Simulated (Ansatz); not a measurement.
Nudged elastic band run: CH9GeNSi

input.yaml

```yaml
crystal:
  periodic: [false, false, false]
  atoms:
    - { symbol: "N", position_ang: [-1.673568, 0.863918, -0.525051] }
    - { symbol: C, position_ang: [-1.30896, -0.54879, -0.432641] }
    - { symbol: Si, position_ang: [0.571966, -0.774102, -0.675656] }
    - { symbol: Ge, position_ang: [1.760166, 0.469872, 0.99057] }
    - { symbol: H, position_ang: [-2.689423, 0.984931, -0.423694] }
    - { symbol: H, position_ang: [-1.247783, 1.398298, 0.243165] }
    - { symbol: H, position_ang: [-1.610534, -1.085051, 0.506196] }
    - { symbol: H, position_ang: [-1.79327, -1.106766, -1.265053] }
    - { symbol: H, position_ang: [0.995615, -0.307179, -2.04217] }
    - { symbol: H, position_ang: [0.929089, -2.232524, -0.528442] }
    - { symbol: H, position_ang: [1.414795, -0.048398, 2.415178] }
    - { symbol: H, position_ang: [3.298436, 0.375245, 0.808855] }
    - { symbol: H, position_ang: [1.37387, 1.975844, 0.943542] }
basis:
  gaussian: { orbitals: def2-SVP }
hamiltonian:
  xc: pbe
  dispersion: d4
neb:
  order_check: false
  images: 7
  f_tol: 0.05
  max_iterations: 60
  initial_path: idpp
  final_atoms:
    - { symbol: "N", position_ang: [-1.90416422, 0.76129653, -0.32906156] }
    - { symbol: C, position_ang: [-1.38890697, -0.61256642, -0.29825474] }
    - { symbol: Si, position_ang: [0.49510711, -0.77755681, -0.64673408] }
    - { symbol: Ge, position_ang: [1.72468654, 0.45697615, 0.99669777] }
    - { symbol: H, position_ang: [-1.68895096, 1.20206589, -1.23312606] }
    - { symbol: H, position_ang: [-1.42803228, 1.33818618, 0.37723902] }
    - { symbol: H, position_ang: [-1.6226631, -1.0701431, 0.68753314] }
    - { symbol: H, position_ang: [-1.9427782, -1.22744071, -1.04145162] }
    - { symbol: H, position_ang: [0.781651, -0.16747062, -1.99770987] }
    - { symbol: H, position_ang: [0.98795938, -2.20621788, -0.66510591] }
    - { symbol: H, position_ang: [1.57897501, -0.18619748, 2.40409722] }
    - { symbol: H, position_ang: [3.23738013, 0.53914033, 0.6604303] }
    - { symbol: H, position_ang: [1.19013556, 1.91522594, 1.10024537] }
```

Run as:

```bash
$ ansatz run input.yaml --threads 2 --pin off --max-ram 3072MiB --backend cpu --events-out ev --progress --plain --runs-dir out
```

Output, in part (warnings, iteration lines, the closing report on the highest movable image, with atoms numbered from 0):

```
NEB end point (image 0): max|allowed force component| = 1.002e-2 eV/Å (the criterion of neb.relax_end_points is 1.000e-2)
NEB end point (image 8): max|allowed force component| = 1.451e-2 eV/Å (the criterion of neb.relax_end_points is 1.000e-2)
NEB iter   1: max|band force component| = 1.013e0 eV/Å  barrier→ = 0.2512 eV  barrier← = 0.2629 eV  Δτ_max = 0.0766 Å  (254 SCF iters)
NEB iter   2: max|band force component| = 2.782e-1 eV/Å  barrier→ = 0.2009 eV  barrier← = 0.2126 eV  CI = image 4  Δτ_max = 0.0508 Å  (201 SCF iters)
NEB iter   3: max|band force component| = 2.598e-1 eV/Å  barrier→ = 0.1940 eV  barrier← = 0.2057 eV  CI = image 4  Δτ_max = 0.0413 Å  (202 SCF iters)
NEB iter   4: max|band force component| = 1.543e-1 eV/Å  barrier→ = 0.1924 eV  barrier← = 0.2040 eV  CI = image 4  Δτ_max = 0.0167 Å  (203 SCF iters)
NEB iter   5: max|band force component| = 5.000e-2 eV/Å  barrier→ = 0.1911 eV  barrier← = 0.2028 eV  CI = image 4  Δτ_max = 0.0000 Å  (405 SCF iters)
Total energy: -67041.36292037 eV, -2463.7246450556 hartree
Atom 0 at    -1.723020     0.807409    -0.323232 Å, force     0.006011    -0.025872     0.006385 eV/Å
Atom 1 at    -1.352660    -0.582603    -0.308332 Å, force     0.020943    -0.005673    -0.004818 eV/Å
Atom 2 at     0.528803    -0.807535    -0.643328 Å, force    -0.024788     0.002745     0.001556 eV/Å
Atom 3 at     1.778996     0.445084     0.968948 Å, force     0.001111    -0.006595     0.000686 eV/Å
Atom 4 at    -2.393349     1.165711    -0.993177 Å, force    -0.004729     0.014290     0.010207 eV/Å
Atom 5 at    -1.310313     1.466273     0.329320 Å, force    -0.001935     0.008119    -0.014854 eV/Å
Atom 6 at    -1.644669    -1.130943     0.624473 Å, force    -0.000206     0.004243    -0.003299 eV/Å
Atom 7 at    -1.886186    -1.110833    -1.127339 Å, force     0.009388     0.001798     0.001904 eV/Å
Atom 8 at     0.853058    -0.280891    -2.017690 Å, force     0.007055    -0.003096     0.001940 eV/Å
Atom 9 at     0.977669    -2.250801    -0.564040 Å, force    -0.007274     0.004560     0.000797 eV/Å
Atom 10 at     1.561514    -0.118332     2.402258 Å, force     0.001238     0.004825    -0.002981 eV/Å
Atom 11 at     3.304480     0.428814     0.681415 Å, force    -0.002274     0.001072    -0.003388 eV/Å
Atom 12 at     1.326077     1.933947     0.985523 Å, force    -0.004542    -0.000416     0.005864 eV/Å
Dipole moment:    -0.307060     0.083497    -0.083762 e Å
```

The forces met the threshold. A vibrational analysis at the climbing image gives one clearly imaginary mode, 622i cm⁻¹: a first-order saddle point.

Final band (atoms are numbered from 1 in the order of the input):

| image | path coordinate (Å) | energy (eV) | height of N1 over the plane of its neighbours (Å) |
| --- | --- | --- | --- |
| 0 | 0.00 | 0.000 | 0.39 |
| 1 | 0.25 | 0.004 | 0.39 |
| 2 | 0.50 | 0.023 | 0.37 |
| 3 | 0.75 | 0.092 | 0.25 |
| 4 | 1.00 | 0.191 | -0.01 |
| 5 | 1.26 | 0.085 | -0.27 |
| 6 | 1.52 | 0.019 | -0.38 |
| 7 | 1.78 | -0.005 | -0.39 |
| 8 | 2.04 | -0.012 | -0.40 |

Run time: 120 s on 2 threads of Arm Neoverse V1, with other jobs on the host, peak memory 0.17 GiB.
